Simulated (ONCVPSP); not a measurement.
## Before and after: ONCV potential for germanium (Ge)

* Element: germanium (Ge)
* Generator: ONCVPSP 4.0.1
* Type: optimised norm-conserving Vanderbilt (ONCV)
* Functional: PBE
* Relativity: scalar-relativistic
* Frozen core: [Ar] 3d10
* Valence charge: 4
* Reference configuration: 4s2 (charge +2)
* Partial waves: 4s: rc 1.65 bohr, ncon 3, nbas 7, qcut 4.4 1/bohr, 2 projectors, debl 0.5 Ha; p scattering state at 0.17 Ha: rc 1.40 bohr, ncon 3, nbas 7, qcut 4.9 1/bohr, 2 projectors, debl 3.8 Ha; d scattering state at 0.32 Ha: rc 1.40 bohr, ncon 4, nbas 7, qcut 7 1/bohr, local
* Local potential: the d channel
* Core correction: Teter function, fcfact 2.5, rcfact 1.55

In the s channel the program set the typed energies aside and used -1.075, 0.250 Ha. In the p channel the program set the typed energies aside and used 0.050, 3.850 Ha.

Change: d: qcut 5.4.

Cutoffs: the cutoffs (Ha) at which the residual kinetic energy of the hardest occupied pseudo-wave falls to 1 and 0.1 mHa per electron; they do not see the model core or the augmentation charge, which bear on the density cutoff. Errors are all-electron minus pseudo energies relative to the spin-unpolarised reference configuration.

Question: Predict the effect on cutoff, ghosts and configuration errors.

Answer: The potential gets neither clearly harder nor softer (8.8 Ha and 21 Ha → 8.8 Ha and 21 Ha); both files keep a bound ghost (s); the lowest positive-energy flag moves from p at 131.8 eV to p at 46.7 eV; of the 4 tests that both files solve, the error grows in 0 and shrinks in 1 by more than 15 % and 0.3 meV (median size 58.1 → 52.4 meV).

| quantity | base | changed |
| --- | --- | --- |
| cutoff, loose | 8.8 Ha | 8.8 Ha |
| cutoff, tight | 21 Ha | 21 Ha |
| bound ghosts | s | s |
| GHOST(+) flags under 300 eV | p at 131.8 eV | p at 46.7 eV |
| error for 4s2 4p2, meV [ΔE -22.88 eV] | -74 | -68 |
| error for 4s2 4p1, meV [ΔE -15.44 eV] | -11 | -7.8 |
| error for 4s1, meV [ΔE 34.79 eV] | -88 | -88 |
| error for 4s2 4p1.5, meV [ΔE -20.08 eV] | -42 | -37 |
| s: phases at 1.67 bohr within 0.05 rad from the reference energy up to (Ha; the scan ends near 5) | 3.7 | 3.8 |
| p: phases at 1.42 bohr within 0.05 rad from the reference energy up to (Ha; the scan ends near 5) | 4.8 | n/a |
| d: phases at 1.42 bohr within 0.05 rad from the reference energy up to (Ha; the scan ends near 5) | 0.6 | 0.6 |
| rms error of d²Exc/dni dnj with the model core, mHa | 1.17 | 1.17 |

 A true bound ghost makes a file unfit for plane-wave use even where its test errors are small: the radial tests pick states by their node count and pass the ghost by.
